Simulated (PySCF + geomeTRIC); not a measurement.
Method: BP86-D3(BJ)/def2-SVP (PySCF + geomeTRIC). fastk is a local helper that only speeds up exchange builds. No frequencies were computed at this level.

```python
import json, numpy as np
from pyscf import gto, dft
from fastk import lowrank_exchange
atoms = """
Zr     0.168769     0.017588     0.002068
O      1.957463    -0.619052    -0.016093
C      2.932161     0.100815     0.676007
H      3.400977     0.849292     0.012172
H      3.715496    -0.581950     1.034470
H      2.477456     0.614188     1.558562
H      0.241419     1.806222    -0.574278
H     -0.679166    -1.164815    -1.176225
H     -0.417638    -0.084729     1.787036
"""
def scf(charge, spin, dm0=None):
    mol = gto.M(atom=atoms, basis='def2-svp', ecp={'Zr': 'def2-svp'}, charge=charge, spin=spin, verbose=3, max_memory=10080)
    mf = dft.KS(mol, xc='bp86').density_fit(auxbasis="def2-universal-jkfit")
    mf.disp = 'd3bj'
    mf.grids.level = 3
    mf.conv_tol = 1e-8
    mf.max_cycle = 120
    mf.level_shift = 0.25
    mf.kernel(dm0)
    if not mf.converged:
        mf = mf.newton().run(mf.mo_coeff, mf.mo_occ).undo_soscf()
    return mf
mf = scf(0, 0)
from pyscf.geomopt.geometric_solver import kernel as optimize
path = []
done, mol = optimize(mf, maxsteps=120, assert_convergence=False, callback=lambda env: path.append((env["energy"], bool(env["g_scanner"].converged))))
res = dict(converged=bool(done and path[-1][1]), energy=path[-1][0], path=[e for e, c in path], xyz=mol.atom_coords(unit="Angstrom").tolist(), nao=mol.nao)
json.dump(res, open("result.json", "w"))
```

Output:

```
converged SCF energy = -163.953854722499
Geometry optimization cycle 1
converged SCF energy = -163.953854729106
cycle 1: E = -163.953854729  dE = -163.954  norm(grad) = 0.0292174
Geometry optimization cycle 2
converged SCF energy = -163.957096279174
cycle 2: E = -163.957096279  dE = -0.00324155  norm(grad) = 0.0159932
Geometry optimization cycle 3
converged SCF energy = -163.958990469955
cycle 3: E = -163.95899047  dE = -0.00189419  norm(grad) = 0.0152865
Geometry optimization cycle 4
converged SCF energy = -163.960588775639
cycle 4: E = -163.960588776  dE = -0.00159831  norm(grad) = 0.0156586
Geometry optimization cycle 5
converged SCF energy = -163.961662049395
cycle 5: E = -163.961662049  dE = -0.00107327  norm(grad) = 0.0147588
Geometry optimization cycle 6
converged SCF energy = -163.963638160999
cycle 6: E = -163.963638161  dE = -0.00197611  norm(grad) = 0.0161796
Geometry optimization cycle 7
converged SCF energy = -163.965160614829
cycle 7: E = -163.965160615  dE = -0.00152245  norm(grad) = 0.0121537
Geometry optimization cycle 8
converged SCF energy = -163.966647284424
cycle 8: E = -163.966647284  dE = -0.00148667  norm(grad) = 0.00581875
Geometry optimization cycle 9
converged SCF energy = -163.967508976408
cycle 9: E = -163.967508976  dE = -0.000861692  norm(grad) = 0.00483133
Geometry optimization cycle 10
converged SCF energy = -163.967573591517
cycle 10: E = -163.967573592  dE = -6.46151e-05  norm(grad) = 0.00312981
Geometry optimization cycle 11
converged SCF energy = -163.967584401346
cycle 11: E = -163.967584401  dE = -1.08098e-05  norm(grad) = 0.000458381
Geometry optimization cycle 12
converged SCF energy = -163.967586052925
cycle 12: E = -163.967586053  dE = -1.65158e-06  norm(grad) = 0.000354551
Geometry optimization cycle 13
converged SCF energy = -163.96758700121
cycle 13: E = -163.967587001  dE = -9.48285e-07  norm(grad) = 0.000598662
Geometry optimization cycle 14
converged SCF energy = -163.967588380798
cycle 14: E = -163.967588381  dE = -1.37959e-06  norm(grad) = 0.00078469
Geometry optimization cycle 15
converged SCF energy = -163.967590616476
cycle 15: E = -163.967590616  dE = -2.23568e-06  norm(grad) = 0.000736944
Geometry optimization cycle 16
converged SCF energy = -163.967594567378
cycle 16: E = -163.967594567  dE = -3.9509e-06  norm(grad) = 0.000474337
Geometry optimization cycle 17
converged SCF energy = -163.967600503074
cycle 17: E = -163.967600503  dE = -5.9357e-06  norm(grad) = 0.000731665
Geometry optimization cycle 18
converged SCF energy = -163.967607655102
cycle 18: E = -163.967607655  dE = -7.15203e-06  norm(grad) = 0.000983121
Geometry optimization cycle 19
converged SCF energy = -163.967615488057
cycle 19: E = -163.967615488  dE = -7.83295e-06  norm(grad) = 0.00080036
Geometry optimization cycle 20
converged SCF energy = -163.967620283145
cycle 20: E = -163.967620283  dE = -4.79509e-06  norm(grad) = 0.00032507
Geometry optimization cycle 21
converged SCF energy = -163.967622072844
cycle 21: E = -163.967622073  dE = -1.7897e-06  norm(grad) = 0.000123203
Geometry optimization cycle 22
converged SCF energy = -163.967620408494
cycle 22: E = -163.967620408  dE = 1.66435e-06  norm(grad) = 0.000187243
Geometry optimization cycle 23
converged SCF energy = -163.967619410754
cycle 23: E = -163.967619411  dE = 9.9774e-07  norm(grad) = 0.000126102
Geometry optimization cycle 24
converged SCF energy = -163.967618899445
cycle 24: E = -163.967618899  dE = 5.11309e-07  norm(grad) = 9.5543e-05
Geometry optimization cycle 25
converged SCF energy = -163.967618687736
cycle 25: E = -163.967618688  dE = 2.11709e-07  norm(grad) = 0.000255421
Geometry optimization cycle 26
converged SCF energy = -163.967618918126
cycle 26: E = -163.967618918  dE = -2.30389e-07  norm(grad) = 0.000219879
Geometry optimization cycle 27
converged SCF energy = -163.967619011542
cycle 27: E = -163.967619012  dE = -9.34164e-08  norm(grad) = 0.0001008
Geometry optimization cycle 28
converged SCF energy = -163.967619043538
cycle 28: E = -163.967619044  dE = -3.19962e-08  norm(grad) = 9.69171e-05
<class 'geometric.internal.Distance'> : 9
<class 'geometric.internal.Angle'> : 18
<class 'geometric.internal.OutOfPlane'> : 3
<class 'geometric.internal.Dihedral'> : 21
<class 'geometric.internal.TranslationX'> : 1
<class 'geometric.internal.TranslationY'> : 1
<class 'geometric.internal.TranslationZ'> : 1
<class 'geometric.internal.RotationA'> : 1
<class 'geometric.internal.RotationB'> : 1
<class 'geometric.internal.RotationC'> : 1
Step    0 : Gradient = 9.739e-03/1.632e-02 (rms/max) Energy = -163.9538547291
Step    1 : Displace = 5.906e-02/8.439e-02 (rms/max) Trust = 1.000e-01 (=) Grad = 5.331e-03/9.796e-03 (rms/max) E (change) = -163.9570962792 (-3.242e-03) Quality = 1.306
Step    2 : Displace = 6.049e-02/9.179e-02 (rms/max) Trust = 1.414e-01 (+) Grad = 5.096e-03/1.217e-02 (rms/max) E (change) = -163.9589904700 (-1.894e-03) Quality = 1.485
Step    3 : Displace = 8.321e-02/1.307e-01 (rms/max) Trust = 2.000e-01 (+) Grad = 5.220e-03/1.140e-02 (rms/max) E (change) = -163.9605887756 (-1.598e-03) Quality = 1.284
Step    4 : Displace = 5.455e-02/8.603e-02 (rms/max) Trust = 2.828e-01 (+) Grad = 4.920e-03/1.010e-02 (rms/max) E (change) = -163.9616620494 (-1.073e-03) Quality = 1.629
Step    5 : Displace = 1.232e-01/1.882e-01 (rms/max) Trust = 3.000e-01 (+) Grad = 5.393e-03/1.129e-02 (rms/max) E (change) = -163.9636381610 (-1.976e-03) Quality = -0.022
Step    6 : Displace = 6.499e-02/1.107e-01 (rms/max) Trust = 6.161e-02 (-) Grad = 4.051e-03/9.141e-03 (rms/max) E (change) = -163.9651606148 (-1.522e-03) Quality = 1.279
Step    7 : Displace = 8.712e-02/1.638e-01 (rms/max) Trust = 8.713e-02 (+) Grad = 1.940e-03/3.671e-03 (rms/max) E (change) = -163.9666472844 (-1.487e-03) Quality = 1.013
Step    8 : Displace = 1.329e-01/2.229e-01 (rms/max) Trust = 1.232e-01 (+) Grad = 1.610e-03/3.620e-03 (rms/max) E (change) = -163.9675089764 (-8.617e-04) Quality = 0.915
Step    9 : Displace = 2.417e-02/3.471e-02 (rms/max) Trust = 1.743e-01 (+) Grad = 1.043e-03/2.494e-03 (rms/max) E (change) = -163.9675735915 (-6.462e-05) Quality = 0.976
Step   10 : Displace = 5.093e-03/7.539e-03 (rms/max) Trust = 2.464e-01 (+) Grad = 1.528e-04/3.379e-04 (rms/max) E (change) = -163.9675844013 (-1.081e-05) Quality = -0.000
Step   11 : Displace = 2.751e-03/5.227e-03 (rms/max) Trust = 2.546e-03 (-) Grad = 1.182e-04/2.578e-04 (rms/max) E (change) = -163.9675860529 (-1.652e-06) Quality = 1.105
Step   12 : Displace = 2.632e-03/3.843e-03 (rms/max) Trust = 3.601e-03 (+) Grad = 1.996e-04/3.987e-04 (rms/max) E (change) = -163.9675870012 (-9.483e-07) Quality = 1.291
Step   13 : Displace = 5.130e-03/7.645e-03 (rms/max) Trust = 5.093e-03 (+) Grad = 2.616e-04/5.597e-04 (rms/max) E (change) = -163.9675883808 (-1.380e-06) Quality = 1.174
Step   14 : Displace = 7.184e-03/1.081e-02 (rms/max) Trust = 7.202e-03 (+) Grad = 2.456e-04/5.086e-04 (rms/max) E (change) = -163.9675906165 (-2.236e-06) Quality = 1.077
Step   15 : Displace = 1.012e-02/1.524e-02 (rms/max) Trust = 1.019e-02 (+) Grad = 1.581e-04/3.168e-04 (rms/max) E (change) = -163.9675945674 (-3.951e-06) Quality = 0.916
Step   16 : Displace = 1.431e-02/2.161e-02 (rms/max) Trust = 1.440e-02 (+) Grad = 2.439e-04/4.593e-04 (rms/max) E (change) = -163.9676005031 (-5.936e-06) Quality = 0.830
Step   17 : Displace = 2.030e-02/3.069e-02 (rms/max) Trust = 2.037e-02 (+) Grad = 3.277e-04/7.253e-04 (rms/max) E (change) = -163.9676076551 (-7.152e-06) Quality = 0.825
Step   18 : Displace = 2.878e-02/4.338e-02 (rms/max) Trust = 2.881e-02 (+) Grad = 2.668e-04/6.280e-04 (rms/max) E (change) = -163.9676154881 (-7.833e-06) Quality = 0.715
Step   19 : Displace = 2.879e-02/4.344e-02 (rms/max) Trust = 2.881e-02 (=) Grad = 1.084e-04/2.522e-04 (rms/max) E (change) = -163.9676202831 (-4.795e-06) Quality = 0.540
Step   20 : Displace = 2.877e-02/4.333e-02 (rms/max) Trust = 2.881e-02 (=) Grad = 4.107e-05/9.577e-05 (rms/max) E (change) = -163.9676220728 (-1.790e-06) Quality = 0.307
Step   21 : Displace = 2.878e-02/4.320e-02 (rms/max) Trust = 2.881e-02 (=) Grad = 6.241e-05/1.405e-04 (rms/max) E (change) = -163.9676204085 (+1.664e-06) Quality = -0.614
Step   22 : Displace = 1.086e-02/1.644e-02 (rms/max) Trust = 1.439e-02 (-) Grad = 4.203e-05/8.501e-05 (rms/max) E (change) = -163.9676194108 (+9.977e-07) Quality = -2.600
Step   23 : Displace = 5.404e-03/8.364e-03 (rms/max) Trust = 5.431e-03 (-) Grad = 3.185e-05/7.496e-05 (rms/max) E (change) = -163.9676188994 (+5.113e-07) Quality = -1.724
Step   24 : Displace = 2.753e-03/3.905e-03 (rms/max) Trust = 2.702e-03 (-) Grad = 8.514e-05/1.761e-04 (rms/max) E (change) = -163.9676186877 (+2.117e-07) Quality = -0.263
Step   25 : Displace = 1.373e-03/2.090e-03 (rms/max) Trust = 1.351e-03 (-) Grad = 7.329e-05/1.631e-04 (rms/max) E (change) = -163.9676189181 (-2.304e-07) Quality = 0.318
Step   26 : Displace = 1.475e-03/2.133e-03 (rms/max) Trust = 1.351e-03 (=) Grad = 3.360e-05/6.889e-05 (rms/max) E (change) = -163.9676190115 (-9.342e-08) Quality = 0.110
Step   27 : Displace = 6.892e-04/1.023e-03 (rms/max) Trust = 6.755e-04 (-) Grad = 3.231e-05/7.084e-05 (rms/max) E (change) = -163.9676190435 (-3.200e-08) Quality = 0.064
Converged! =D
```

Cost: roughly 6 core-minutes.
